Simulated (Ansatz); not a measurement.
Species: CH3OS, net charge 0, doublet state. It need not be the lowest isomer of its formula. 
Structure (B3LYP-D3(BJ)/def2-TZVP (Ansatz, a quantum-chemistry and plane-wave program) minimum search):
```
C
H 1 1.0899
H 1 1.0899 2 110.00
H 1 1.0910 2 110.21 3 -121.71
S 1 1.8115 2 109.27 3 119.96
O 5 1.5012 1 106.32 2 -60.20
```
Charge 0, spin multiplicity 2.

Computed values are from Ansatz. Valence correlation only, unless marked. UHF or UKS for open shells. No spin-orbit coupling. No relativistic terms. Basis-set limits of correlation are two-point, X^-3; Hartree-Fock from the larger set. The bracket is a focal-point correction in the basis named.

### Question
What is the total energy at RI-MP2/CBS(cc-pV(T+d)Z,cc-pV(Q+d)Z)+[CCSD(T)-MP2]/cc-pV(T+d)Z?

### Answer
-512.7514 Eh.

### Question
What is the dipole moment at CCSD(T)/aug-cc-pV(D+d)Z?

### Answer
3.01 D.

### Question
What is the vertical electron affinity (to the singlet; negative means unbound) at RI-MP2/CBS(aug-cc-pV(T+d)Z,aug-cc-pV(Q+d)Z)+[CCSD(T)-MP2]/aug-cc-pV(D+d)Z?

### Answer
0.98 eV.

### Question
What is the T1 diagnostic at CCSD/cc-pV(T+d)Z?

### Answer
0.023.

### Question
What is the atomisation energy De at RI-MP2/CBS(cc-pV(T+d)Z,cc-pV(Q+d)Z)+[CCSD(T)-MP2]/cc-pV(T+d)Z?

### Answer
489.1 kcal/mol.
